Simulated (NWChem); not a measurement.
Electron attachment to CH$_{7}$Si$_{2}$

```xyz
10

Si     1.6241     0.3603     0.0630
C      0.1065    -0.6948    -0.3589
Si    -1.5747    -0.0161     0.1827
H      2.8990    -0.3256    -0.3183
H      1.5580     1.7004    -0.5991
H      0.0854    -0.8452    -1.4552
H      0.2412    -1.6929     0.0932
H     -2.6711    -0.9335    -0.2487
H     -1.8158     1.3257    -0.4254
H     -1.6280     0.1214     1.6678
```
Charge 0, spin multiplicity 2.

Program: NWChem. The geometry was optimised at UB3LYP/def2-SVP, a minimum by its harmonic frequencies. It is one conformer; others weren't searched.

Basis set: def2-SVPD. The species with one electron more has spin multiplicity 1 and keeps the geometry of the parent. Δ marks differences of total energies (open shells unrestricted). −ε marks an orbital energy of the parent. That orbital need not have the symmetry of the hole or added electron in the Δ rows. The basis adds only a small set of diffuse functions.

B3LYP has NWChem's definition, with VWN1-RPA local correlation. The structure started from a generated list of species. No SCF solution was tested for a lower state. Open-shell Hartree-Fock references start from PBE0 orbitals.

One of these methods gave a vertical electron affinity of 2.65 eV. Which?
A) ΔB3LYP
B) −ε(beta LUMO) of PBE
C) −ε(beta LUMO) of HF
D) −ε(beta LUMO) of B3LYP

D, −ε(beta LUMO) of B3LYP. The others give 3.18 (−ε(beta LUMO) of PBE), -1.39 (−ε(beta LUMO) of HF), 0.63 (ΔB3LYP).
